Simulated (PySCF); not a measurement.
# CsN⁻ at UHF-SCS-MP2

Computed with UHF-SCS-MP2; basis Cs def2-SVPD with ECP46, N def2-SVPD; scalar-relativistic core potentials; PySCF 2.14.

* state: ⁴Σ⁻ (quartet), unpaired electrons σ ↑, π ↑↑
* bond length: 2.899 Å
* harmonic wavenumber: 263 cm⁻¹
* force constant: 0.516 mdyn/Å
* rotational constant Be: 0.1583 cm⁻¹
* anharmonicity ωexe: 2.49 cm⁻¹
* vibration–rotation constant αe: 0.00139 cm⁻¹
* well depth De to Cs⁻ + N: 0.19 eV
* dissociation energy D0: 0.17 eV

Correlated steps freeze 1 core orbital. The bond is weak. Basis-set superposition, not corrected here, can be much of De in a small basis, most of all at correlated wavefunction levels. These are scalar-relativistic numbers at best; spin–orbit coupling would shift them, the dissociation energy most. For an ion De counts to the pair picked by the measured ionisation energies or electron affinities, which need not be the lowest pair at this level. The state was picked by a PBE0 search and need not be the measured ground state.
